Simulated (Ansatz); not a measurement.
All numbers were calculated with Ansatz.

Basis-set series for `CC[SiH2]P`. Total charge 0; spin multiplicity 1. Geometry: relaxed with PBE0-D4/def2-TZVP. It is one conformer, not always the lowest.

```json
{"atom": "C1", "x (Å)": "1.585", "y (Å)": "0.634", "z (Å)": "0.100"}
{"atom": "C2", "x (Å)": "0.430", "y (Å)": "0.362", "z (Å)": "1.058"}
{"atom": "Si3", "x (Å)": "-0.921", "y (Å)": "-0.718", "z (Å)": "0.329"}
{"atom": "P4", "x (Å)": "-1.794", "y (Å)": "0.297", "z (Å)": "-1.492"}
{"atom": "H5", "x (Å)": "2.365", "y (Å)": "1.237", "z (Å)": "0.572"}
{"atom": "H6", "x (Å)": "1.250", "y (Å)": "1.176", "z (Å)": "-0.788"}
{"atom": "H7", "x (Å)": "2.050", "y (Å)": "-0.295", "z (Å)": "-0.241"}
{"atom": "H8", "x (Å)": "-0.027", "y (Å)": "1.302", "z (Å)": "1.384"}
{"atom": "H9", "x (Å)": "0.795", "y (Å)": "-0.131", "z (Å)": "1.967"}
{"atom": "H10", "x (Å)": "-0.374", "y (Å)": "-2.068", "z (Å)": "0.007"}
{"atom": "H11", "x (Å)": "-2.037", "y (Å)": "-0.888", "z (Å)": "1.301"}
{"atom": "H12", "x (Å)": "-2.595", "y (Å)": "-0.821", "z (Å)": "-1.847"}
{"atom": "H13", "x (Å)": "-0.728", "y (Å)": "-0.088", "z (Å)": "-2.350"}
```

| functional | basis | functions | energy (Eh) | HOMO (eV) | LUMO (eV) |
| --- | --- | --- | --- | --- | --- |
| PBE0-D4 | def2-TZVPP | 272 | -712.18364 | -7.38 | 0.36 |
| PBE0-D4 | def2-QZVPP | 524 | -712.20893 | -7.40 | 0.18 |
| ωB97M-V | def2-TZVPP | 272 | -712.42181 | -9.49 | 2.05 |
| ωB97M-V | def2-QZVPP | 524 | -712.44594 | -9.50 | 1.59 |

Give the rows for def2-SVP. (An estimate is asked.)

The calculation gave: 
```json
{"functional": "PBE0-D4", "basis": "def2-SVP", "functions": "109", "energy (Eh)": "-711.87588", "HOMO (eV)": "-7.33", "LUMO (eV)": "0.76"}
{"functional": "ωB97M-V", "basis": "def2-SVP", "functions": "109", "energy (Eh)": "-712.10610", "HOMO (eV)": "-9.41", "LUMO (eV)": "2.63"}
```

Positive LUMOs are unbound and depend on the basis.
